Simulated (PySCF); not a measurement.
The same groups moved round the core (naphthalene chloro+silyl). Isolated molecules, 0 K electronic values unless said otherwise. Strings in code marks are SMILES.

Level of theory: PBE0-D4/def2-TZVP // PBE0-D4/def2-SVP run with PySCF. All candidates: neutral, multiplicity 1. Excitations are Tamm–Dancoff values on a coarser integration grid. The basis has no diffuse functions, so Rydberg states are missing or too high.

```
Item                    Value
-------------------  --------
HOMO                 -6.53 eV
dipole moment          1.66 D
T1 excitation (TDA)   2.88 eV
```

### Question
Name which member has these values.
A. `[SiH3]c1ccc2cc(Cl)ccc2c1`
B. `[SiH3]c1cc(Cl)c2ccccc2c1`
C. `[SiH3]c1cccc2c(Cl)cccc12`
D. `[SiH3]c1cc2ccccc2cc1Cl`

### Answer
B, `[SiH3]c1cc(Cl)c2ccccc2c1`. The others give `[SiH3]c1ccc2cc(Cl)ccc2c1`: -6.61 eV, 0.73 D, 2.94 eV; `[SiH3]c1cccc2c(Cl)cccc12`: -6.55 eV, 0.55 D, 2.85 eV; `[SiH3]c1cc2ccccc2cc1Cl`: -6.57 eV, 2.28 D, 2.92 eV
